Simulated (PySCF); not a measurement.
Cu(F) cation (CuF), SMILES [F][Cu] (connectivity only; charge and spin as stated), charge +1, multiplicity 2. Geometry optimised at PBE0-D3(BJ)/def2-TZVPD. The multiplicity is an assumed one; other spin states were not compared.

These are PBE0-D3(BJ)/def2-TZVPD in PySCF values and carry that method's errors.

Harmonic wavenumbers (cm⁻¹): 699. Rotational constants (GHz): 12.13 (linear); symmetry number 1.

Q: Work out the zero-point energy and the ideal-gas rigid-rotor harmonic-oscillator thermochemistry at 298.15 K and 1 atm.

A: ZPE = ½ Σ hcν = ½ × 699 cm⁻¹ = 1.00 kcal/mol. H − E(el) = 3.14 kcal/mol. Entropy in cal/(mol K): translation 39.15, rotation 14.38, vibration 0.31, spin 1.38, total 55.21. G − E(el) = -13.32 kcal/mol. Cp = 7.79 cal/(mol K).
